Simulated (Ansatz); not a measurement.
Cartesian coordinates in Å:
```
N 0.156 -1.862 0.067
Si -0.265 -0.479 -0.859
Ge 0.135 1.569 0.318
Cl -0.717 1.165 2.288
H 1.120 -2.152 0.097
H -0.278 -1.986 0.970
H -1.717 -0.502 -1.169
H 0.535 -0.497 -2.112
H 1.613 1.910 0.588
H -0.582 2.834 -0.188
```

Charge 0, multiplicity 1.

(1) List the PBE/def2-TZVPP orbital energies in eV (Ansatz 0.2.0). (Best estimate.)

Answers

(1) Ansatz gave: Occupied: -10804.89, -2738.48, -1780.10, -1338.23, -1191.68, -1191.63, -1191.63, -380.40, -249.03, -189.74, -189.55, -189.55, -162.81, -137.80, -114.34, -114.20, -114.19, -94.55, -94.54, -94.52, -30.15, -30.08, -30.05, -29.98, -29.96, -21.45, -19.83, -14.15, -12.84, -12.44, -9.95, -9.11, -9.00, -8.46, -8.37, -7.17, -7.14, -6.03. Lowest empty: -1.54, -0.74, -0.40, 0.41, 0.69, 0.99, 1.27, 1.62.
